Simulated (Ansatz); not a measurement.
C2H9GaN, doublet, geometry from GFN2-xTB (such geometries of metal compounds can be far from the true shape) (the spin is typed, not shown lowest); WB97M-V/6-31G (Ansatz, a first-principles code).

Here is a job for Ansatz.
Ansatz 0.2 input:
```yaml
crystal:
  periodic: [false, false, false]
  atoms:
    - {symbol: Ga, position_ang: [0.35565171, 0.12567504, 0.45849011]}
    - {symbol: C, position_ang: [1.05725161, 1.02823073, -1.36726847]}
    - {symbol: H, position_ang: [1.88170245, 0.47457811, -1.82071374]}
    - {symbol: H, position_ang: [1.40219734, 2.04652231, -1.17838924]}
    - {symbol: H, position_ang: [0.23567631, 1.07971697, -2.08591315]}
    - {symbol: C, position_ang: [-1.70779912, 0.52504554, 0.93187866]}
    - {symbol: H, position_ang: [-2.19629358, -0.32323370, 1.41539074]}
    - {symbol: H, position_ang: [-2.24749798, 0.75945946, 0.01096043]}
    - {symbol: H, position_ang: [-1.79289149, 1.38537280, 1.59821234]}
    - {symbol: N, position_ang: [-0.39654347, -1.79393875, -0.88360141]}
    - {symbol: H, position_ang: [-1.12887412, -1.35294866, -1.43124050]}
    - {symbol: H, position_ang: [-0.80548007, -2.58436714, -0.39589015]}
    - {symbol: H, position_ang: [0.30534776, -2.14311248, -1.52806115]}
basis:
  gaussian:
    orbitals: 6-31G
hamiltonian:
  xc: {name: wB97M-V}
magnetization: {spin_polarized: true, initial_magnetization: 1}
```

It wrote (shortened):

```
Functional definition: wB97M-V
924 factors; integrals over basis functions are off by at most 2.2e-4 eV
298 factors; integrals over basis functions are off by at most 4.0e-6 eV
mean field evaluation 1: about -56065.8905 eV, gradient 3.8e1 eV
mean field evaluation 2: about -56068.2272 eV, gradient 3.2e1 eV
mean field evaluation 4: about -56072.7738 eV, gradient 1.4e0 eV
mean field evaluation 8: about -56072.8920 eV, gradient 6.7e-2 eV
mean field evaluation 16: about -56072.8921 eV, gradient 3.8e-4 eV
mean field -56072.89207470 eV, -2060.6407761738 hartree, gradient 6.4e-5 eV, S^2 0.752256; 0 other end points of the search recorded, 0 dependent functions left out
reference -56072.89212397 eV, -2060.6407779845 hartree; 30, 29 occupied and 44, 45 virtual orbitals, 924 factors
Total energy: -56072.89212397 eV, -2060.6407779845 hartree
```
